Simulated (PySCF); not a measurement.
Structure problem from calculated spectra and properties.

Formula: C2H4O4S.

| Quantity | Value |
| --- | --- |
| NMR, other nuclei | isotropic shieldings of nuclei other than C and H, by class: 82 (2 O), 135 (2 O), 105 (1 S) ppm [GIAO B3LYP/pcSseg-2] |
| Polarisability | 54.7 au [PBE0/def2-SVPD] |
| UV, first state | lowest singlet excitation: 7.46 eV (166 nm, f = 0.000) [TDDFT PBE0/def2-SVPD] |
| 1H NMR | chemical shifts (computed TMS as zero) by class: 4.30 (4 H) ppm [GIAO B3LYP/pcSseg-2] |
| UV, strongest line | among the 10 lowest singlet transitions: S9 at 9.02 eV (137 nm, f = 0.040) [TDDFT PBE0/def2-SVPD] |
| Rotational structure | rotational constants A, B, C: 4.239, 2.244, 2.138 GHz [PBE0-D3(BJ)/def2-SVP] |
| Valence photoelectron | vertical ionisation energy: 11.20 eV [ΔSCF PBE0/def2-SVPD] |
| 13C NMR | chemical shifts (computed TMS as zero) by class: 71.5 (2 C) ppm [GIAO B3LYP/pcSseg-2] |

Electronic properties: PySCF, gas phase, density fitting. Levels stand in brackets. One conformer (not necessarily the lowest) at the PBE0-D3(BJ)/def2-SVP geometry, without solvent, vibrations or thermal averaging. Each NMR value is the plain mean over a class of atoms that symmetry, rotation or inversion makes alike.

Task: What is the compound? Reason from the data.

Result: Numbering: `[O:1]=[S:2]1(=[O:3])[O:4][CH2:5][CH2:6][O:7]1`. 2 carbons fall into 1 class: ring sp3 carbon bound to oxygen [C5/C6] (71.5 ppm, 2 C). All hydrogens form one class (4.30 ppm): methylene hydrogen. The other shieldings belong to: 82 ppm, sulfonyl oxygen [O1/O3]; 135 ppm, oxygen bonded to C and S [O4/O7]; 105 ppm, sulfonyl sulfur [S2]. By its constants the optimised geometry is an asymmetric top. Structure: ethylene sulfate (`O=S1(=O)OCCO1`). The assignments are read from this structure; whether some other isomer fits the data as well wasn't checked.
